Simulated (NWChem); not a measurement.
System: BSiH$_{5}$; SMILES B[SiH3]

NWChem input:

```
start job
memory heap 200 mb stack 900 mb global 1100 mb
geometry units angstroms noautosym nocenter noautoz
  B     -0.001336     1.413149     0.011295
  H      1.021636     2.040690     0.154844
  H     -1.012813     2.037430    -0.207994
  Si    -0.002362    -0.600987     0.039088
  H      0.264563    -1.019523    -1.380615
  H     -1.313384    -1.198006     0.445000
  H      1.076304    -1.191882     0.892006
end
basis spherical
  * library def2-svpd
end
dft
  xc pbe0
  iterations 150
end
property
  response 1 0.0
end
task dft property
```

Output (shortened):

```
             Northwest Computational Chemistry Package (NWChem) 7.3.0
             --------------------------------------------------------

                             Geometry "geometry" -> ""
                             -------------------------

 Output coordinates in angstroms (scale by  1.889725989 to convert to a.u.)

  No.       Tag          Charge          X              Y              Z
 ---- ---------------- ---------- -------------- -------------- --------------
    1 B                    5.0000    -0.00133600     1.41314900     0.01129500
    2 H                    1.0000     1.02163600     2.04069000     0.15484400
    3 H                    1.0000    -1.01281300     2.03743000    -0.20799400
    4 Si                  14.0000    -0.00236200    -0.60098700     0.03908800
    5 H                    1.0000     0.26456300    -1.01952300    -1.38061500
    6 H                    1.0000    -1.31338400    -1.19800600     0.44500000
    7 H                    1.0000     1.07630400    -1.19188200     0.89200600

 Effective nuclear repulsion energy (a.u.)      47.3459562911

                              NWChem Property Module
                              ----------------------

                                 NWChem DFT Module
                                 -----------------

 Summary of "ao basis" -> "ao basis" (spherical)
 ------------------------------------------------------------------------------
       Tag                 Description            Shells   Functions and Types
 ---------------- ------------------------------  ------  ---------------------
 B                         def2-svpd                 8       20   4s2p2d
 H                         def2-svpd                 4        8   2s2p
 Si                        def2-svpd                10       24   5s3p2d

            General Information
            -------------------
          SCF calculation type: DFT
          Wavefunction type:  closed shell.
          No. of atoms     :     7
          No. of electrons :    24
           Alpha electrons :    12
            Beta electrons :    12
          Charge           :     0
          Spin multiplicity:     1
          Use of symmetry is: off; symmetry adaption is: off
          Maximum number of iterations: 150
          AO basis - number of functions:    84
                     number of shells:    38
          Convergence on energy requested:  1.00D-06
          Convergence on density requested:  1.00D-05
          Convergence on gradient requested:  5.00D-04

              XC Information
              --------------
                         PBE0 Method XC Functional
                     Hartree-Fock (Exact) Exchange  0.250
          PerdewBurkeErnzerhof Exchange Functional  0.750
            Perdew 1991 LDA Correlation Functional  1.000 local
           PerdewBurkeErnz. Correlation Functional  1.000 non-local

             Grid Information
             ----------------
          Grid used for XC integration:  medium
          Radial quadrature: Mura-Knowles
          Angular quadrature: Lebedev.
          Tag              B.-S. Rad. Rad. Pts. Rad. Cut. Ang. Pts.
          ---              ---------- --------- --------- ---------
          B                   0.85       49          11.0       434
          H                   0.35       45          11.0       434
          Si                  1.10       88          11.0       590
          Grid pruning is: on
          Number of quadrature shells:   362
          Spatial weights used:  Erf1

      Superposition of Atomic Density Guess
      -------------------------------------

 Sum of atomic energies:        -315.73941775

      Non-variational initial energy
      ------------------------------

 Total energy =    -316.311415
 1-e energy   =    -528.973185
 2-e energy   =     165.315814
 HOMO         =      -0.316255
 LUMO         =      -0.070511

   convergence    iter        energy       DeltaE   RMS-Dens  Diis-err
 ---------------- ----- ----------------- --------- --------- ---------
 d= 0,ls=0.0,diis     1   -316.9938082440 -3.64D+02  6.87D-03  1.11D-01
 d= 0,ls=0.0,diis     2   -317.0101311885 -1.63D-02  2.76D-03  1.68D-02
 d= 0,ls=0.0,diis     3   -317.0129564447 -2.83D-03  8.23D-04  3.18D-03
 d= 0,ls=0.0,diis     4   -317.0135989810 -6.43D-04  1.26D-04  2.97D-05
 d= 0,ls=0.0,diis     5   -317.0136057239 -6.74D-06  3.65D-05  2.84D-06
 d= 0,ls=0.0,diis     6   -317.0136063100 -5.86D-07  5.19D-06  7.75D-08

         Total DFT energy =     -317.013606310008
      One electron energy =     -530.809285302007
           Coulomb energy =      193.028608678726
    Exchange-Corr. energy =      -26.578885977805
 Nuclear repulsion energy =       47.345956291078

 Numeric. integr. density =       23.999992496126

                       DFT Final Molecular Orbital Analysis
                       ------------------------------------

 Vector   10  Occ=2.000000D+00  E=-3.588976D-01
              MO Center=  9.1D-02, -8.7D-01, -4.1D-01, r^2= 2.3D+00
   Bfn.  Coefficient  Atom+Function         Bfn.  Coefficient  Atom+Function
  ----- ------------  ---------------      ----- ------------  ---------------
    61     -0.362334  5 H  s                 50      0.332302  4 Si pz
    47      0.283744  4 Si pz                77      0.192436  7 H  s
    69      0.186706  6 H  s                 44     -0.165180  4 Si pz
    62     -0.087181  5 H  s                 48     -0.058792  4 Si px
     7     -0.055772  1 B  pz                45     -0.050352  4 Si px

 Vector   11  Occ=2.000000D+00  E=-3.424156D-01
              MO Center= -6.4D-02, -1.5D-01,  3.3D-01, r^2= 3.8D+00
   Bfn.  Coefficient  Atom+Function         Bfn.  Coefficient  Atom+Function
  ----- ------------  ---------------      ----- ------------  ---------------
    48      0.288418  4 Si px                69     -0.281654  6 H  s
    77      0.278623  7 H  s                  5      0.237694  1 B  px
    45      0.228483  4 Si px                21     -0.192904  2 H  s
    29      0.192422  3 H  s                  8     -0.172797  1 B  px
    42     -0.132171  4 Si px                70     -0.076101  6 H  s

 Vector   12  Occ=2.000000D+00  E=-3.119812D-01
              MO Center=  4.5D-03,  4.7D-01, -8.8D-03, r^2= 2.7D+00
   Bfn.  Coefficient  Atom+Function         Bfn.  Coefficient  Atom+Function
  ----- ------------  ---------------      ----- ------------  ---------------
     6      0.415154  1 B  py                49      0.324934  4 Si py
    46      0.291445  4 Si py                40      0.214227  4 Si s
     3     -0.166731  1 B  s                 43     -0.165236  4 Si py
    21     -0.145974  2 H  s                 29     -0.146394  3 H  s
    61     -0.142321  5 H  s                  2      0.107369  1 B  s

 Vector   13  Occ=0.000000D+00  E=-9.090432D-02
              MO Center= -1.7D-03,  1.1D+00,  1.8D-02, r^2= 2.7D+00
   Bfn.  Coefficient  Atom+Function         Bfn.  Coefficient  Atom+Function
  ----- ------------  ---------------      ----- ------------  ---------------
     7      0.500791  1 B  pz                10     -0.388519  1 B  pz
    62     -0.179321  5 H  s                 61     -0.135740  5 H  s
    50     -0.133370  4 Si pz                57     -0.121555  4 Si d -1
    52     -0.092153  4 Si d -1               5     -0.089390  1 B  px
     8      0.069469  1 B  px                78      0.066571  7 H  s

 Vector   14  Occ=0.000000D+00  E= 2.117015D-02
              MO Center= -4.5D-03,  4.9D-01,  3.5D-02, r^2= 9.8D+00
   Bfn.  Coefficient  Atom+Function         Bfn.  Coefficient  Atom+Function
  ----- ------------  ---------------      ----- ------------  ---------------
    40      2.879997  4 Si s                  3      2.084286  1 B  s
     4     -1.958333  1 B  s                 41     -1.407498  4 Si s
     9      0.847199  1 B  py                22     -0.582911  2 H  s
    30     -0.581546  3 H  s                 62     -0.391367  5 H  s
    70     -0.374712  6 H  s                 78     -0.374770  7 H  s

 Vector   15  Occ=0.000000D+00  E= 3.805067D-02
              MO Center=  7.1D-03, -9.3D-01, -8.1D-03, r^2= 1.1D+01
   Bfn.  Coefficient  Atom+Function         Bfn.  Coefficient  Atom+Function
  ----- ------------  ---------------      ----- ------------  ---------------
    40      5.215444  4 Si s                 41     -4.553150  4 Si s
     4      2.169138  1 B  s                  3     -1.577068  1 B  s
    62     -0.651899  5 H  s                 70     -0.584540  6 H  s
    78     -0.585113  7 H  s                 49     -0.378368  4 Si py
    22      0.249600  2 H  s                 30      0.248393  3 H  s

     Multipole analysis of the density
     ---------------------------------

     L   x y z        total         alpha         beta         nuclear
     -   - - -        -----         -----         ----         -------
     0   0 0 0     -0.000000    -12.000000    -12.000000     24.000000

     1   1 0 0     -0.006198      0.000153      0.000153     -0.006504
     1   0 1 0      0.129171      0.706491      0.706491     -1.283812
     1   0 0 1      0.032628     -0.462682     -0.462682      0.957993

[...]

 DFT Linear Response polarizability / au
 Frequency  =       0.0000000 / au
              X              Y              Z
 -----------------------------------------------
 X      44.5059882     -0.0447922      0.6457113
 Y      -0.0447903     55.0072259      0.0834243
 Z       0.6457116      0.0834307     40.9868244
 -----------------------------------------------
 Eigenvalues =      44.6206415     55.0078824     40.8715147
 Isotropic   =      46.8333462
 Anisotropic =      12.6843924
 -----------------------------------------------

 Magnetic Dipole Response Matrix (nonzero elements):

 Exiting AOResponse driver routine
```

Level: PBE0/def2-SVPD. All runs use the structure optimised with PBE0/def2-SVP.
